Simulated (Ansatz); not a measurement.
Basis-set extrapolation for AlH₉O₃Si₃ (`[SiH3][O][Al]([O][SiH3])[O][SiH3]`) (PBE0-D4/def2-TZVP geometry, frozen core, Ansatz). Multiplicity 1, RHF reference.

```tsv
	def2-TZVPP	def2-QZVPP
HF	-1339.031743	-1339.079829
MP2 correlation	-1.142161	-1.233292
CCSD(T) correlation	-1.246451	not run
```

Energies in hartree. Use E(X) = E(∞) + A·exp(−7.88·√X) for Hartree–Fock and E(X) = E(∞) + B·X^(−2.97) for correlation, with X = 3 and 4, and add CCSD(T) minus MP2 of the smaller set to the MP2 limit.

Problem. What is the CCSD(T) energy at the basis-set limit?

Solution. HF limit: -1339.079829 + (-0.048086) × 0.13774 = -1339.08645. MP2 limit: -1.233292 + (-0.091131) × 0.74074 = -1.30080. Higher-order term: -1.246451 − (-1.142161) = -0.10429. Total: -1340.49154 hartree, 133.9 kcal/mol below CCSD(T)/def2-TZVPP.
